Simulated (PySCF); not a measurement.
Molecular orbitals of CeH

r²SCAN at R = 2.046 Å; basis Ce x2c-TZVPPall, H x2c-TZVPPall; spin-free X2C with a Gaussian nucleus; PySCF 2.14. State: quartet, about 1.2 electrons in the 4f shell (Mulliken), real f orbitals that mix terms. Only the outer orbitals are listed, counted within each symmetry.

```
spin  orbital  occ.  ε (eV)  on Ce (%)           main shells (%)
   α      10σ     1  -39.73        100                  100 Ce s
   α      11σ     1  -22.34         99                   99 Ce p
   α       6π     1  -22.33        100                  100 Ce p
   α       6π     1  -22.27        100                  100 Ce p
   α      12σ     1   -5.80         37  63 H s, 21 Ce d, 11 Ce s
   α       7π     1   -3.97        100                  100 Ce f
   α      13σ     1   -3.45         99          71 Ce s, 25 Ce d
   α       3δ     1   -3.01        100          83 Ce d, 16 Ce f
   α       1φ     0   -2.96        100                   99 Ce f
   α       7π     0   -2.85        100                  100 Ce f
   α       3δ     0   -2.80        100                  100 Ce f
   β      10σ     1  -38.88        100                  100 Ce s
   β      11σ     1  -21.65         99                   99 Ce p
   β       6π     1  -21.38        100                  100 Ce p
   β       6π     1  -21.35        100                  100 Ce p
   β      12σ     1   -5.73         35   65 H s, 20 Ce d, 9 Ce s
   β       3δ     0   -1.86        100                  100 Ce f
   β      13σ     0   -1.78        100          89 Ce f, 10 Ce s
   β       1φ     0   -1.78        100                  100 Ce f
```

Which are the highest filled and the lowest empty level, where do they sit, and how wide is the gap?

Highest filled α 3δ at -3.01 eV (in %: 83 Ce d, 16 Ce f); lowest empty α 1φ at -2.96 eV (in %: 99 Ce f); the gap at r²SCAN is 0.05 eV.

```json
{
 "bond order (Mayer)": "0.92",
 "⟨S²⟩": "3.757",
 "charge on Ce (Mulliken, basis-dependent)": "0.32",
 "charge on Ce (Löwdin, basis-dependent)": "0.23",
 "dipole moment (positive dipole means Ce(−)H(+))": "-3.29 D"
}
```

Spin–orbit coupling is left out. With d or f electrons several states lie close, and the lowest PBE0 determinant need not be the measured ground state.
